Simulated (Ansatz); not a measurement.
Ideal-gas functions of H$_{4}$O$_{2}$SiZn (`[OH][Zn][O][SiH3]`) at 500 K and 1 bar, from an Ansatz frequency run at PBE0-D4/def2-TZVP.

Molar mass 129.51 g/mol, point group C1 (symmetry number 1), electronic degeneracy 1, moments of inertia 12.342, 356.177, 361.809 u Å². Harmonic wavenumbers (cm⁻¹, unscaled): 23, 43, 70, 164, 174, 468, 709, 725, 732, 792, 954, 959, 994, 1058, 2186, 2193, 2221, 3910.

Use S(trans) = R[1.5 ln M + 2.5 ln T − 1.1517]; rotational temperatures θ = 24.2544 K / I; S(rot) = R[ln(√π/σ · √(T³/θAθBθC)) + 1.5]; for each mode x = 1.438777 ν̃/T, S = R[x/(eˣ − 1) − ln(1 − e⁻ˣ)] and H = RT x/(eˣ − 1); 1 cm⁻¹ = 0.0119627 kJ/mol; R = 8.31446 J/(mol·K).

Task: By hand: the entropy, in J/(mol·K).

Result: Translation 180.3. Rotation: θ = 1.9652, 0.0681, 0.067 K, giving 114.3. Vibration, mode by mode: 30.89, 25.69, 21.65, 14.63, 14.15, 6.44, 3.69, 3.56, 3.50, 3.06, 2.12, 2.09, 1.93, 1.67, 0.11, 0.11, 0.10, 0.00, in all 135.4. Electronic 0.0. Sum 430.0 J/(mol·K).

Task: By hand: H − E and G − E in kJ/mol, counted from the electronic energy.

Result: Zero-point energy ½ × 18375 × 0.0119627 = 109.9; thermal vibration 27.9; translation, rotation and pV give 4 RT = 16.6. H − E = 154.4 kJ/mol, and G − E = 154.4 − 500 × 430.0/1000 = -60.6 kJ/mol.

Vibration gives 31 % of the entropy, 78.2 J/(mol·K) of it from the modes under 150 cm⁻¹: soft modes count most, and the harmonic formula is weakest for them. The sum counts one conformer and one mirror image; others add a mixing term.
